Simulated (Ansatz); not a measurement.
CH3FOSn at its PBE0-D4/def2-TZVP geometry, where that method's forces vanish. The species carries charge 0 and has multiplicity 1. Sn: def2 effective core potential. The bonds changed during the relaxation, so this is another structure than the one it started from.

```xyz
7

F     0.0479    2.6808   -0.2389
C    -0.2332    1.4065   -0.3849
O     0.3115    0.5717    0.2579
Sn   -0.2739   -1.8459   -0.0737
H    -1.0031    1.2476   -1.1476
H    -0.3204   -1.9372    1.6906
H     1.4712   -2.1235   -0.1034
```

(1) What forces (eV/Å) does ωB97M-V/def2-TZVPP give on these atoms in the Gaussian-basis code of Ansatz? (Best estimate.)

Results:

(1) The calculation gave: 
```
F1   0.056  0.236  0.032
C2  -0.193 -0.154 -0.179
O3   0.066 -0.097  0.078
Sn4  0.143 -0.035  0.147
H5   0.072  0.010  0.072
H6  -0.008  0.013 -0.141
H7  -0.138  0.027 -0.009
```
